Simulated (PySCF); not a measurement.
Compound: (H2B-mu-SH)2.
Structure used (PBE0-D3(BJ)/def2-SVP), in Å, numbered top down from 1:
```xyz
10
B2H6S2 angstrom
B      1.2563    0.0618    0.3851
H      1.4186    0.2941    1.5607
H      2.2379   -0.0803   -0.3041
S      0.0191    1.4409   -0.2745
B     -1.2734    0.0404    0.2126
H     -2.1517   -0.1157   -0.6015
H     -1.5958    0.2684    1.3556
S      0.0040   -1.4526    0.2975
H      0.1118    1.1890   -1.6013
H      0.0979   -1.7229   -1.0256
```

The closed-shell ground state was solved at several levels (PySCF, density fitting, gas phase, non-relativistic).

```
         level  basis functions  HOMO (eV)  LUMO (eV)  gap (eV)  dipole (D)
PBE0/def2-SVPD              142      -8.28      -0.46      7.82        2.14
 PBE0/pcSseg-1              112      -8.36      -0.28      8.08        2.38
```

Task: What might KT2/pcSseg-1 (112 basis functions) give for the same quantities?

Result: HOMO -7.19 eV, LUMO -1.19 eV, gap 6.00 eV, dipole 2.27 D.

Task: Over all these levels, which gives the widest orbital gap and which the narrowest?

Result: PBE0/pcSseg-1 (global hybrid, 25 % exact exchange) has the widest, 8.08 eV, and KT2/pcSseg-1 (GGA) the narrowest, 6.00 eV. The two share the basis. From the narrowest to the widest the HOMO moves by -1.17 eV and the LUMO by +0.91 eV.

Task: How far do the dipole and the HOMO energy spread over the levels?

Result: The dipole runs from 2.14 to 2.38 D (mean 2.26 D) and the HOMO from -8.36 to -7.19 eV.

One conformer stands for the species.
